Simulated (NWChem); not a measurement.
System: GeH$_{2}$O, singlet; SMILES [OH][GeH]

Excerpt of the output:

```
             Northwest Computational Chemistry Package (NWChem) 7.3.0
             --------------------------------------------------------

 CS  symmetry detected

                             Geometry "geometry" -> ""
                             -------------------------

 Output coordinates in angstroms (scale by  1.889725989 to convert to a.u.)

  No.       Tag          Charge          X              Y              Z
 ---- ---------------- ---------- -------------- -------------- --------------
    1 Ge                  32.0000     0.05256918    -0.39460699     0.00000000
    2 H                    1.0000    -1.58225664    -0.52719974     0.00000000
    3 O                    8.0000     0.08816643     1.41789782     0.00000000
    4 H                    1.0000    -0.80528850     1.81144072     0.00000000

 Effective nuclear repulsion energy (a.u.)      98.4075691357

      Symmetry information
      --------------------

 Group name             Cs
 Group number              2
 Group order               2
 No. of unique centers     4

  pbe96 is a nonlocal functional; adding pw91lda local functional.

                                 NWChem DFT Module
                                 -----------------

 Summary of "ao basis" -> "ao basis" (spherical)
 ------------------------------------------------------------------------------
       Tag                 Description            Shells   Functions and Types
 ---------------- ------------------------------  ------  ---------------------
 Ge                         def2-svp                12       32   5s4p3d
 H                          def2-svp                 3        5   2s1p
 O                          def2-svp                 6       14   3s2p1d

      Symmetry analysis of basis
      --------------------------

        a'         40
        a"         16

            General Information
            -------------------
          SCF calculation type: DFT
          Wavefunction type:  closed shell.
          No. of atoms     :     4
          No. of electrons :    42
           Alpha electrons :    21
            Beta electrons :    21
          Charge           :     0
          Spin multiplicity:     1
          Use of symmetry is: off; symmetry adaption is: on
          Maximum number of iterations: 150
          AO basis - number of functions:    56
                     number of shells:    24
          Convergence on energy requested:  1.00D-06
          Convergence on density requested:  1.00D-05
          Convergence on gradient requested:  5.00D-04

              XC Information
              --------------
          PerdewBurkeErnzerhof Exchange Functional  1.000
            Perdew 1991 LDA Correlation Functional  1.000 local
           PerdewBurkeErnz. Correlation Functional  1.000 non-local

             Grid Information
             ----------------
          Grid used for XC integration:  medium
          Radial quadrature: Mura-Knowles
          Angular quadrature: Lebedev.
          Tag              B.-S. Rad. Rad. Pts. Rad. Cut. Ang. Pts.
          ---              ---------- --------- --------- ---------
          Ge                  1.25      112           8.0       590
          H                   0.35       45           9.0       434
          O                   0.60       49           8.0       434
          Grid pruning is: on
          Number of quadrature shells:   251
          Spatial weights used:  Erf1

      Superposition of Atomic Density Guess
      -------------------------------------

 Sum of atomic energies:       -2150.73320225

      Non-variational initial energy
      ------------------------------

 Total energy =   -2150.880681
 1-e energy   =   -3194.720582
 2-e energy   =     945.432332
 HOMO         =      -0.239668
 LUMO         =      -0.053063

      Symmetry analysis of molecular orbitals - initial
      -------------------------------------------------

  Numbering of irreducible representations:

     1 a'          2 a"

  Orbital symmetries:

     1 a'          2 a'          3 a'          4 a'          5 a"
     6 a'          7 a'          8 a'          9 a'         10 a"
    11 a'         12 a'         13 a'         14 a"         15 a"
    16 a'         17 a'         18 a'         19 a"         20 a'
    21 a'         22 a"         23 a'         24 a'         25 a'
    26 a'         27 a'         28 a"         29 a'         30 a"
    31 a'

   convergence    iter        energy       DeltaE   RMS-Dens  Diis-err
 ---------------- ----- ----------------- --------- --------- ---------
 d= 0,ls=0.0,diis     1  -2152.6236780048 -2.25D+03  3.59D-02  6.21D-01
 d= 0,ls=0.0,diis     2  -2151.5792329701  1.04D+00  2.84D-02  8.29D+00
 d= 0,ls=0.0,diis     3  -2152.6957425828 -1.12D+00  2.95D-03  8.79D-02
 d= 0,ls=0.0,diis     4  -2152.7027161813 -6.97D-03  9.65D-04  9.84D-03
 d= 0,ls=0.0,diis     5  -2152.7030809625 -3.65D-04  4.00D-04  8.83D-04
  Resetting Diis
 d= 0,ls=0.0,diis     6  -2152.7031600034 -7.90D-05  9.20D-05  2.18D-05
 d= 0,ls=0.0,diis     7  -2152.7031631364 -3.13D-06  8.47D-05  2.45D-06
 d= 0,ls=0.0,diis     8  -2152.7031613987  1.74D-06  4.55D-05  1.76D-05
 d= 0,ls=0.0,diis     9  -2152.7031635049 -2.11D-06  1.49D-05  4.53D-07
 d= 0,ls=0.0,diis    10  -2152.7031635798 -7.49D-08  1.24D-06  1.49D-08

         Total DFT energy =    -2152.703163579773
      One electron energy =    -3194.898630375494
           Coulomb energy =     1031.703828724943
    Exchange-Corr. energy =      -87.915931064956
 Nuclear repulsion energy =       98.407569135734

 Numeric. integr. density =       42.000010975030

                  Occupations of the irreducible representations
                  ----------------------------------------------

                     irrep           alpha         beta
                     --------     --------     --------
                     a'               16.0         16.0
                     a"                5.0          5.0

                       DFT Final Molecular Orbital Analysis
                       ------------------------------------

[...]

                                NWChem TDDFT Module
                                -------------------

            General Information
            -------------------
           No. of orbitals :     112
            Alpha orbitals :      56
             Beta orbitals :      56
        Alpha frozen cores :       0
         Beta frozen cores :       0
     Alpha frozen virtuals :       0
      Beta frozen virtuals :       0
         Spin multiplicity :       1
    Number of AO functions :      56
        Use of symmetry is : off
      Symmetry adaption is : on
         Schwarz screening :  0.10D-07

              XC Information
              --------------
   PerdewBurkeErnzerhof Exchange Functional   1.00
     Perdew 1991 LDA Correlation Functional   1.00 local
    PerdewBurkeErnz. Correlation Functional   1.00 non-local

             TDDFT Information
             -----------------
          Calculation type : Tamm-Dancoff TDDFT
         Wavefunction type : Restricted singlets
          No. of electrons :      42
           Alpha electrons :      21
            Beta electrons :      21
              No. of roots :       8
          Max subspacesize :    5600
            Max iterations :     100
               Target root :       1
           Target symmetry : none
      Symmetry restriction : off
                 Algorithm : Optimal
        Davidson threshold :  0.10D-03

    8 smallest eigenvalue differences (eV)
--------------------------------------------------------
  No. Spin  Occ  Vir  Irrep   E(Occ)    E(Vir)   E(Diff)
--------------------------------------------------------
    1    1   21   22 a"       -0.212    -0.110     2.789
    2    1   20   22 a"       -0.281    -0.110     4.662
    3    1   19   22 a'       -0.285    -0.110     4.776
    4    1   21   23 a'       -0.212    -0.017     5.313
    5    1   21   24 a'       -0.212     0.048     7.079
    6    1   20   23 a'       -0.281    -0.017     7.187
    7    1   19   23 a"       -0.285    -0.017     7.301
    8    1   18   22 a"       -0.393    -0.110     7.698
--------------------------------------------------------

  Entering Davidson iterations
  Restricted singlet excited states

  Iter   NTrls   NConv    DeltaV     DeltaE      Time
  ----  ------  ------  ---------  ---------  ---------
    1      8       0     0.26E+00   0.10+100        2.7
    2     16       0     0.97E-01   0.36E-01        2.7
    3     24       3     0.42E-01   0.18E-01        2.8
    4     29       4     0.36E-02   0.98E-03        2.2
    5     33       6     0.22E-03   0.83E-05        2.0
    6     35       8     0.95E-04   0.31E-07        1.8
  ----  ------  ------  ---------  ---------  ---------
  Convergence criterion met

  Ground state a'      -2152.703163579773 a.u.

  ----------------------------------------------------------------------------
  Root   1 singlet a"             0.123607194 a.u.                3.3635 eV
  ----------------------------------------------------------------------------
     Transition Moments    X  0.00000   Y -0.00000   Z -0.52404
     Dipole Oscillator Strength                    0.0226298698
     Electric Quadrupole                           0.0000000383
     Magnetic Dipole                               0.0000017643
     Total Oscillator Strength                     0.0226316725

     Occ.   17  a'  ---  Virt.   22  a"      -0.06303
     Occ.   18  a'  ---  Virt.   22  a"      -0.07747
     Occ.   20  a'  ---  Virt.   22  a"      -0.13944
     Occ.   21  a'  ---  Virt.   22  a"       0.98287
  ----------------------------------------------------------------------------
  Root   2 singlet a"             0.183235424 a.u.                4.9861 eV
  ----------------------------------------------------------------------------
     Transition Moments    X  0.00000   Y  0.00000   Z -0.42538
     Dipole Oscillator Strength                    0.0221036382
     Electric Quadrupole                           0.0000000657
     Magnetic Dipole                               0.0000017350
     Total Oscillator Strength                     0.0221054388

     Occ.   17  a'  ---  Virt.   22  a"      -0.06046
     Occ.   18  a'  ---  Virt.   22  a"      -0.08575
     Occ.   20  a'  ---  Virt.   22  a"       0.98487
     Occ.   21  a'  ---  Virt.   22  a"       0.12576
  ----------------------------------------------------------------------------
  Root   3 singlet a'             0.211599860 a.u.                5.7579 eV
  ----------------------------------------------------------------------------
     Transition Moments    X  0.40117   Y  0.36659   Z -0.00000
     Dipole Oscillator Strength                    0.0416603959
     Electric Quadrupole                           0.0000000392
     Magnetic Dipole                               0.0000034398
     Total Oscillator Strength                     0.0416638749

     Occ.   19  a"  ---  Virt.   22  a"      -0.16990
     Occ.   20  a'  ---  Virt.   23  a'       0.06516
     Occ.   21  a'  ---  Virt.   23  a'      -0.95497
     Occ.   21  a'  ---  Virt.   24  a'       0.17690
     Occ.   21  a'  ---  Virt.   25  a'      -0.13177
  ----------------------------------------------------------------------------
  Root   4 singlet a'             0.226805341 a.u.                6.1717 eV
  ----------------------------------------------------------------------------
     Transition Moments    X  0.00494   Y -0.54307   Z  0.00000
     Dipole Oscillator Strength                    0.0445970356
     Electric Quadrupole                           0.0000002173
     Magnetic Dipole                               0.0000003049
     Total Oscillator Strength                     0.0445975579

     Occ.   17  a'  ---  Virt.   25  a'      -0.06524
     Occ.   19  a"  ---  Virt.   22  a"      -0.88682
     Occ.   20  a'  ---  Virt.   23  a'      -0.36187
     Occ.   20  a'  ---  Virt.   24  a'       0.18655
     Occ.   20  a'  ---  Virt.   25  a'       0.05670
     Occ.   21  a'  ---  Virt.   23  a'       0.12739
     Occ.   21  a'  ---  Virt.   25  a'       0.08615
  ----------------------------------------------------------------------------
  Root   5 singlet a"             0.276293343 a.u.                7.5183 eV
  ----------------------------------------------------------------------------
     Transition Moments    X  0.00000   Y  0.00000   Z  0.29535
     Dipole Oscillator Strength                    0.0160672326
     Electric Quadrupole                           0.0000001210
     Magnetic Dipole                               0.0000000771
     Total Oscillator Strength                     0.0160674307

     Occ.   19  a"  ---  Virt.   23  a'      -0.99621
     Occ.   19  a"  ---  Virt.   24  a'      -0.06507
  ----------------------------------------------------------------------------
  Root   6 singlet a'             0.282025417 a.u.                7.6743 eV
  ----------------------------------------------------------------------------
     Transition Moments    X -0.51103   Y -0.37454   Z  0.00000
     Dipole Oscillator Strength                    0.0754763452
     Electric Quadrupole                           0.0000003586
     Magnetic Dipole                               0.0000000030
     Total Oscillator Strength                     0.0754767068

     Occ.   18  a'  ---  Virt.   23  a'      -0.05134
     Occ.   19  a"  ---  Virt.   22  a"      -0.13315
     Occ.   20  a'  ---  Virt.   23  a'       0.61381
     Occ.   20  a'  ---  Virt.   24  a'       0.15101
     Occ.   21  a'  ---  Virt.   24  a'       0.38230
     Occ.   21  a'  ---  Virt.   25  a'       0.65384
  ----------------------------------------------------------------------------
  Root   7 singlet a'             0.297173559 a.u.                8.0865 eV
  ----------------------------------------------------------------------------
     Transition Moments    X -0.54554   Y  0.79519   Z -0.00000
     Dipole Oscillator Strength                    0.1842368270
     Electric Quadrupole                           0.0000007898
     Magnetic Dipole                               0.0000001292
     Total Oscillator Strength                     0.1842377460

     Occ.   18  a'  ---  Virt.   23  a'       0.16229
     Occ.   18  a'  ---  Virt.   25  a'      -0.08436
     Occ.   19  a"  ---  Virt.   22  a"       0.20616
     Occ.   20  a'  ---  Virt.   23  a'      -0.62453
     Occ.   20  a'  ---  Virt.   24  a'      -0.27220
     Occ.   20  a'  ---  Virt.   25  a'      -0.11146
     Occ.   21  a'  ---  Virt.   24  a'       0.48105
     Occ.   21  a'  ---  Virt.   25  a'       0.44038
     Occ.   21  a'  ---  Virt.   26  a'       0.05771
     Occ.   21  a'  ---  Virt.   31  a'       0.06347
  ----------------------------------------------------------------------------
  Root   8 singlet a"             0.302456727 a.u.                8.2303 eV
  ----------------------------------------------------------------------------
     Transition Moments    X  0.00000   Y  0.00000   Z -0.57015
     Dipole Oscillator Strength                    0.0655473003
     Electric Quadrupole                           0.0000001418
     Magnetic Dipole                               0.0000012184
     Total Oscillator Strength                     0.0655486606

     Occ.   17  a'  ---  Virt.   22  a"      -0.22473
     Occ.   18  a'  ---  Virt.   22  a"       0.95687
     Occ.   19  a"  ---  Virt.   24  a'       0.13160
     Occ.   20  a'  ---  Virt.   22  a"       0.05593
     Occ.   21  a'  ---  Virt.   22  a"       0.06185
     Occ.   21  a'  ---  Virt.   29  a"       0.06228

[...]
```

Level: PBE/def2-SVP, TDA. Low-valent species are run as closed-shell singlets; no triplet was tried in these runs. Coordinates come from a PBE-D3(BJ)/def2-SVP optimisation.

Q: Reconstruct the input file.

A: This is not unique; one that fits is the input that was run:
```
start job
memory heap 200 mb stack 900 mb global 1100 mb
geometry units angstroms noautoz
  Ge     0.039033    -0.402786     0.000000
  H     -1.599268    -0.481565     0.000000
  O      0.134194     1.407569     0.000000
  H     -0.745841     1.830270     0.000000
end
basis spherical
  Ge library def2-svp
  H library def2-svp
  O library def2-svp
end
dft
  xc xpbe96 cpbe96
  iterations 150
end
tddft
  cis
  nroots 8
  notriplet
end
task tddft energy
```
